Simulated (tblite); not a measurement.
Compound: C7H18OSi.
Numbering: `[CH3:1][O:2][CH2:3][CH2:4][Si@H:5]([CH3:6])[CH:7]([CH3:8])[CH3:9]` (hydrogens: H10, H11, H12 on C1; H13, H14 on C3; H15, H16 on C4; H17 on Si5; H18, H19, H20 on C6; H21 on C7; H22, H23, H24 on C8; H25, H26, H27 on C9)

Computed with GFN2-xTB (tblite), gas phase: L-BFGS steps from a force-field or distance-geometry start until the largest atomic force falls under 0.01 eV/Å.

Geometry at step 5:
```
atom  x, y, z in Å
C1      3.9011    0.3411    0.3690
O2      2.6556    0.2327   -0.2514
C3      2.1555   -1.0794   -0.1838
C4      0.8200   -1.0445   -0.8853
Si5    -0.2739    0.2101    0.0099
C6     -0.3581   -0.2531    1.8455
C7     -2.0360    0.1232   -0.7323
C8     -2.4117    1.3691   -1.5204
C9     -3.0490    0.0061    0.3925
H10     3.8280    0.1098    1.4378
H11     4.2443    1.3604    0.2426
H12     4.6212   -0.3418   -0.0925
H13     2.8599   -1.7824   -0.6530
H14     2.0559   -1.3709    0.8721
H15     0.9947   -0.6768   -1.8919
H16     0.3808   -2.0337   -0.9599
H17     0.2565    1.5603   -0.1915
H18     0.4319   -0.9447    2.1070
H19    -1.2955   -0.7116    2.1339
H20    -0.2332    0.6396    2.4427
H21    -2.1331   -0.7400   -1.3984
H22    -3.2193    1.1673   -2.2212
H23    -2.7499    2.1410   -0.8366
H24    -1.5855    1.7851   -2.0758
H25    -2.8300    0.7700    1.1296
H26    -2.9807   -0.9541    0.8782
H27    -4.0695    0.1436    0.0456
```

**Question.** What forces act on the atoms?

**Answer.** 
```csv
atom,Fx (eV/Å),Fy (eV/Å),Fz (eV/Å)
C1,0.093,0.045,0.067
O2,0.081,-0.037,0.000
C3,-0.032,-0.011,-0.076
C4,0.003,-0.016,-0.106
Si5,-0.182,0.091,-0.154
C6,0.073,0.025,0.132
C7,-0.166,0.062,-0.096
C8,-0.068,0.227,-0.154
C9,-0.124,-0.051,0.110
H10,0.045,-0.021,0.076
H11,0.022,0.185,-0.018
H12,0.125,-0.060,0.008
H13,0.058,-0.024,-0.093
H14,-0.025,-0.119,-0.032
H15,0.024,-0.116,-0.162
H16,0.030,-0.112,0.063
H17,0.008,0.082,0.071
H18,0.091,-0.013,0.123
H19,0.032,-0.017,0.021
H20,0.035,0.058,0.211
H21,0.007,-0.006,0.053
H22,-0.057,-0.025,0.021
H23,-0.008,0.097,0.065
H24,0.274,-0.028,-0.229
H25,-0.182,0.124,0.110
H26,-0.103,-0.311,0.102
H27,-0.055,-0.028,-0.111
```

The largest, 0.36 eV/Å, acts on H24; the rms over all components is 0.103 eV/Å. The forces sum to zero within rounding, as they must for an isolated molecule in no field.

**Question.** Give the force on H24 in Eh/bohr and in nN.

**Answer.** 0.358 eV/Å ÷ 51.422 = 0.00697 Eh/bohr, and 0.358 eV/Å × 1.602 = 0.57 nN.

**Question.** How far is this geometry from the end of the optimisation?

**Answer.** 0.299 eV above it, and 0.833 Å rms away after alignment. The bonds farthest from their final lengths, with half the difference of the two atoms' forces along the bond (positive lengthens):

```tsv
bond	now (Å)	final (Å)	force along bond (eV/Å)
C4–Si5	1.890	1.911	+0.08
Si5–C6	1.895	1.904	+0.14
C9–H26	1.078	1.087	+0.11
C8–H24	1.079	1.087	+0.10
C7–C9	1.518	1.525	+0.07
C3–C4	1.509	1.515	-0.01
```

The angle farthest from its final value is C8–C7–C9, 106.4° against 109.7°.

What follows is the cost of the whole relaxation. The run took 3.7 s of wall time on Arm Neoverse N1, one thread, shared host with 64 logical CPUs at a one-minute load of 56.
